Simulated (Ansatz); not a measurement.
Geometry optimisation, RKS BLYP-D4/def2-SVP in Ansatz.

Input file:

```yaml
crystal:
  periodic: [false, false, false]
  atoms:
    - { symbol: Hf, position_ang: [-0.105665, -0.127896, -0.931952] }
    - { symbol: Cl, position_ang: [1.825534, -1.253812, 0.558353] }
    - { symbol: F, position_ang: [0.072438, -0.676544, -2.749829] }
    - { symbol: F, position_ang: [-1.855774, -0.646751, -0.371204] }
    - { symbol: F, position_ang: [-0.013939, 1.779486, -0.921331] }
    - { symbol: H, position_ang: [0.291723, 0.245831, 2.09045] }
    - { symbol: H, position_ang: [-0.214317, 0.679785, 2.325414] }
basis:
  gaussian: { orbitals: def2-SVP }
hamiltonian:
  xc: blyp
  dispersion: d4
relax:
  f_tol: 0.03
  max_steps: 50
output:
  orbitals: {}
```

Launched with:

```bash
$ ansatz run input.yaml --threads 2 --pin off --max-ram 3072MiB --backend cpu --events-out ev --progress --plain --runs-dir out
```

Question: Where does it end, and by what steps?

Answer: It converged. After 8 steps the energy has fallen by 0.591 eV; H7 moved furthest, 0.41 Å.

| step | energy less start (eV) | largest force component (eV/Å) | accepted |
| --- | --- | --- | --- |
| 0 | 0.0000 | 1.862 | yes |
| 1 | -0.5124 | 0.389 | yes |
| 2 | -0.5659 | 0.126 | yes |
| 3 | -0.5773 | 0.146 | yes |
| 4 | -0.5834 | 0.178 | yes |
| 5 | -0.5863 | 0.184 | yes |
| 6 | -0.5891 | 0.187 | yes |
| 7 | -0.5905 | 0.123 | yes |
| 8 | -0.5910 | 0.028 | yes |

```xyz
7
Properties=species:S:1:pos:R:3
Hf -0.008 -0.175 -0.807
Cl 1.812 -1.328 0.198
F 0.000 -0.601 -2.673
F -1.710 -0.752 -0.130
F 0.173 1.733 -0.688
H 0.176 0.339 2.100
H -0.443 0.783 1.999
```

Whether the end is a true minimum wasn't checked by a vibrational analysis.

Time of the run: 21 s on 2 threads of Arm Neoverse V2 (shared host), peak memory 0.2 GiB.
